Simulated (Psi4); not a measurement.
Interaction energy of H3N ··· H3ClSi (SMILES N and [SiH3]Cl). Monomers: optimised at B3LYP-D3(BJ) (def2-TZVP), held rigid. Orientation: a random orientation, not optimised. R is the distance of the centres of mass, along which the second monomer moves.

Geometry at R = 4.13 Å (first 4 atoms: monomer A):
```
9

N      0.0001     0.0014     0.2791
H      0.9352    -0.1199    -0.0927
H     -0.5711    -0.7506    -0.0892
H     -0.3642     0.8692    -0.0972
Si    -4.8397     0.4329     1.1969
Cl    -3.0303    -0.2507     1.9240
H     -4.7056     1.8689     0.8839
H     -5.8691     0.2253     2.2338
H     -5.1732    -0.3312    -0.0209
```

SCS-MP2/aug-cc-pVDZ = Psi4 with DF-SCS-MP2/aug-cc-pVDZ, frozen core, counterpoise-corrected; SAPT0/jun-cc-pVDZ, frozen core (Psi4).

Interaction energies in kJ/mol:

```tsv
R / Å	SCS-MP2/aug-cc-pVDZ
3.53	17.03
3.77	6.53
3.94	3.07
4.13	1.16
4.36	0.25
4.55	0.01
4.80	-0.02
5.14	0.08
5.64	0.20
6.33	0.26
7.33	0.23
8.66	0.16
```

Q: Estimate the SAPT0/jun-cc-pVDZ values at these points.

A: 3.53: 18.20; 3.77: 8.14; 3.94: 4.73; 4.13: 2.74; 4.36: 1.62; 4.55: 1.20; 4.80: 0.95; 5.14: 0.81; 5.64: 0.71; 6.33: 0.59; 7.33: 0.42; 8.66: 0.28 (kJ/mol).
